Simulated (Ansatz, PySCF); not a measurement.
CH₄ClNOSi₂, SMILES Cl[Si@H]1N=CO[SiH2]1. Atoms are numbered in the order given.

```xyz
10

Cl    -1.7554    -1.2791    -0.8634
Si    -0.5216    -0.4876     0.5936
N      1.1253    -1.0453     0.3916
C      1.9778    -0.1590     0.0698
O      1.7559     1.1562    -0.1074
Si     0.1338     1.7167     0.1575
H     -1.0816    -0.8587     1.9168
H      3.0387    -0.4041    -0.1016
H     -0.3224     2.3765    -1.0951
H      0.1898     2.6959     1.2784
```

The structure is a stationary point at PBE0-D3(BJ)/def2-SVP. The structure was generated by enumeration; whether it is a known compound was not checked.

Two levels are set side by side: PBE-D3(BJ)/def2-SVP (Ansatz, an electronic-structure program) and PBE0-D3(BJ)/def2-SVP (Ansatz). Each level has its own optimised geometry; the coordinates shown are those of the second. Frequencies come from the Hessian of PySCF at each geometry. Differences are taken from unrounded values.

```
quantity                            PBE0-D3(BJ)  PBE-D3(BJ)  PBE-D3(BJ) minus PBE0-D3(BJ)
----------------------------------  -----------  ----------  ----------------------------
mean bond length (Å)                      1.607       1.621                         0.013
bond Cl1–Si2 (Å)                          2.067       2.081                         0.014
bond Si2–N3 (Å)                           1.750       1.766                         0.016
bond Si2–Si6 (Å)                          2.341       2.352                         0.011
bond N3–C4 (Å)                            1.271       1.284                         0.013
bond C4–O5 (Å)                            1.345       1.361                         0.015
bond O5–Si6 (Å)                           1.737       1.758                         0.021
bond Si2–H7 (Å)                           1.484       1.496                         0.012
bond C4–H8 (Å)                            1.102       1.111                         0.009
bond Si6–H9 (Å)                           1.487       1.499                         0.011
bond Si6–H10 (Å)                          1.489       1.501                         0.012
highest harmonic wavenumber (cm⁻¹)         3141        3038                          -104
mean harmonic wavenumber (cm⁻¹)            1003         962                           -41
zero-point energy (kcal/mol)              34.40       33.00                         -1.41
```

GGA bonds tend to be longer and softer than those of functionals with exact exchange. Differences between two approximate levels are no errors against the true value.
